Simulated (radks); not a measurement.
Q: The mean radii <r> (bohr) of the occupied orbitals of an atom or ion are listed with their occupations. Method: Dirac Kohn-Sham, LDA (Slater exchange, Perdew-Wang correlation), spin-unpolarised, spherical densities, finite nucleus; Fermi nuclear charge, rms radius of each element as measured or else 0.836 A^(1/3) + 0.57 fm; computed with a radial shooting solver on a logarithmic mesh with Libxc functionals.

| orbital | occ. | <r> |
|---|---|---|
| 1s1/2 | 2 | 0.02152 |
| 2s1/2 | 2 | 0.09103 |
| 2p1/2 | 2 | 0.07592 |
| 2p3/2 | 4 | 0.08287 |
| 3s1/2 | 2 | 0.2392 |
| 3p1/2 | 2 | 0.2288 |
| 3p3/2 | 4 | 0.2420 |
| 3d3/2 | 4 | 0.2142 |
| 3d5/2 | 6 | 0.2183 |
| 4s1/2 | 2 | 0.5403 |
| 4p1/2 | 2 | 0.5509 |
| 4p3/2 | 4 | 0.5808 |
| 4d3/2 | 4 | 0.6125 |
| 4d5/2 | 6 | 0.6229 |
| 5s1/2 | 2 | 1.269 |
| 5p1/2 | 2 | 1.393 |
| 5p3/2 | 4 | 1.472 |
| 4f5/2 | 3 | 0.7757 |
| 4f7/2 | 4 | 0.7844 |

Name the element and its charge. Open shells, if any, are shared by 2j + 1.

A: Z = 65, terbium, charge +4: Tb4+ in [Xe] 4f7. The 1s radius gives Z: for a bare nucleus <r> = (2 gamma + 1)/(2Z) with gamma = sqrt(1 - (Z/c)^2), 0.02124 bohr for Z = 65, and screening makes it slightly larger (0.02152 here). The occupations add up to 61, and the charge is Z minus that.
